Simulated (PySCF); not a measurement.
**Broadened absorption spectrum of C5H8F3N**

C5H8F3N.
SMILES with atom numbers: `[H]/[N:5]=[C:4](\[CH2:3][CH2:2][CH3:1])[C:6]([F:7])([F:8])[F:9]` (hydrogens: H10, H11, H12 on C1; H13, H14 on C2; H15, H16 on C3; H17 on N5)

The calculation used TDDFT PBE0/def2-SVPD, vertical, gas phase, core orbitals frozen in the response (PySCF). Isolated species at its GFN2-xTB geometry (one conformer only). Torsions of this conformer, `[H]/[N:5]=[C:4](\[CH2:3][CH2:2][CH3:1])[C:6]([F:7])([F:8])[F:9]`: C1–C2–C3–C4 -179°, C2–C3–C4–N5 -3°, C3–C4–C6–F7 176°.

Computed states:

```csv
state,E (eV),f
S1,5.17,0.0025
S2,7.48,0.022
S3,7.77,0.0013
S4,7.96,0.077
S5,8.11,0.017
S6,8.38,0.0055
```

Each state is given a Gaussian of 0.5 eV full width at half maximum, with ε(max) = 2.175×10⁸ f / Δν̃ (Δν̃ the width in cm⁻¹). The width is an assumption, not a result. The curve ends short of the highest state used, and states not computed would add to its high-energy end.

(1) What does the envelope look like, and where are its maxima?

(2) Coming from long wavelengths, where does ε first pass 100 L mol⁻¹ cm⁻¹?

(3) On this curve, what absorbance would a 10⁻³ mol/L sample give at 266 nm over a 1 cm path?

Answers

(1) 
(λ (nm), ε (L mol⁻¹ cm⁻¹)): (159.4, 3650), (161.6, 2612), (163.8, 1930), (166.0, 1506), (168.2, 1140), (170.4, 770), (172.6, 448), (174.8, 223), (177.0, 95), (179.2, 35), (181.4, 11), (183.6, 3), (185.8, 1), (188.0, 0), (190.2, 0), (192.4, 0), (194.6, 0), (196.8, 0), (199.0, 0), (201.2, 0), (203.4, 0), (205.6, 0), (207.8, 0), (210.0, 0), (212.2, 1), (214.4, 2), (216.6, 5), (218.8, 9), (221.0, 16), (223.2, 27), (225.3, 40), (227.5, 57), (229.7, 77), (231.9, 96), (234.1, 113), (236.3, 126), (238.5, 133), (240.7, 133), (242.9, 127), (245.1, 116), (247.3, 101), (249.5, 84), (251.7, 68), (253.9, 53), (256.1, 39), (258.3, 29), (260.5, 20), (262.7, 14), (264.9, 9), (267.1, 6), (269.3, 4), (271.5, 2), (273.7, 1), (275.9, 1), (278.1, 0), (280.3, 0)

Maxima: 240 nm (5.17 eV), ε about 130, made up of S1 (100%) (ε in L mol⁻¹ cm⁻¹; maxima over ε = 5, shares over 10%). At its high-energy end, 7.78 eV, the curve is still rising (ε about 3700, from S2 and S4).

(2) At about 247 nm (5.01 eV), 0.16 eV below S1.

(3) 266 nm is 4.661 eV, where ε is about 7.3 L mol⁻¹ cm⁻¹, so A = ε c l ≈ 0.0073 (Beer–Lambert, with the gas-phase spectrum and the assumed width).
